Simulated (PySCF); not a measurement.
## Calculated NMR data

- GFN2-xTB structure
- NMR shieldings at PBE0/pcSseg-1/GIAO
- run in PySCF 2.14.0 with density-fitted response routines
- non-relativistic, in vacuum, averaged over atoms made equivalent by symmetry, fast rotation or ring inversion, one computed conformer

Referencing at the same level of theory: TMS for $^{1}$H (31.72 ppm) and $^{13}$C (186.93 ppm). Splittings of carbon signals by F and P are missing where no couplings were computed. Where no couplings were computed, multiplicities follow the n + 1 count of equivalent neighbours, and m marks all less simple cases (inequivalent or close neighbours, rings, F or P nearby). Shifts are as computed. Against solution values, carbons near 30 ppm lie about +3 ppm off and those near 130 ppm about +5 ppm; carbons on Cl a further +6 ppm. Of 1211 compounds with measured shifts, 218 miss one by over three times the rms of a fit or turn the order of signals round; such compounds aren't used in these exercises. Carbons bonded to Cl come out too deshielded.

**1.** SMILES [C@@H]1(Cl)[C@@H]2C=CC[C@H]12, C6H7Cl. $^{1}$H NMR (400 MHz, computed): δ 5.89 (m, 1H), 5.79 (m, 1H), 3.31 (m, 1H), 2.72 (m, 1H), 2.60 (m, 1H), 2.32 (m, 1H), 1.79 (m, 1H). $^{13}$C{$^{1}$H} NMR (computed): δ 142.6 (CH), 135.9 (CH), 44.8 (CH), 37.5 (CH2), 34.9 (CH), 26.0 (CH).

**2.** `F[C@@H]1[C@H]2C[C@@H]3[C@H]2[C@]13Cl`, C6H6ClF. $^{1}$H NMR (400 MHz, computed): δ 5.44 (m, 1H), 3.83 (m, 1H), 2.49 (m, 1H), 2.17 (m, 1H), 1.90 (m, 1H), 1.89 (m, 1H). $^{13}$C{$^{1}$H} NMR (computed): δ 108.0, 52.1, 46.0, 42.7, 34.4, 31.4.
